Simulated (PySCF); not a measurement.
## Vibration and rotation of MgAs

UHF-CCSD(T) constants of MgAs, ⁴Σ⁻ (quartet), unpaired electrons σ ↑, π ↑↑ (Mg pcseg-1, As pcseg-1; no relativity (PySCF 2.14); masses 23.9850 and 74.9216 u):

* ωe: 176.2 cm⁻¹
* ωexe: 4.46 cm⁻¹
* Be: 0.11946 cm⁻¹
* αe: 0.00216 cm⁻¹
* D (centrifugal): 2.2e-07 cm⁻¹
* De to Mg + As: 0.122 eV

Problem. Give the vibrational terms G(v) and spacings up to v = 4.

Solution. G(v) = ωe(v+½) − ωexe(v+½)².

```tsv
v	G(v) (cm⁻¹)	G(v) − G(v−1)	Bv (cm⁻¹)
0	87		0.1184
1	254	167	0.1162
2	413	158	0.1141
3	562	149	0.1119
4	703	141	0.1097
```

Problem. How well does the Morse estimate ωe²/(4ωexe) reproduce De, and what is D0?

Solution. It gives 0.216 eV, 177 % of the computed De. D0 = De − G(0) = 0.122 − 0.011 = 0.111 eV.

Correlated steps freeze 10 core orbitals. The bond is weak. Basis-set superposition, not corrected here, can be much of De in a small basis, most of all at correlated wavefunction levels. Spin–orbit coupling is left out. The state was picked by a PBE0 search and need not be the measured ground state.
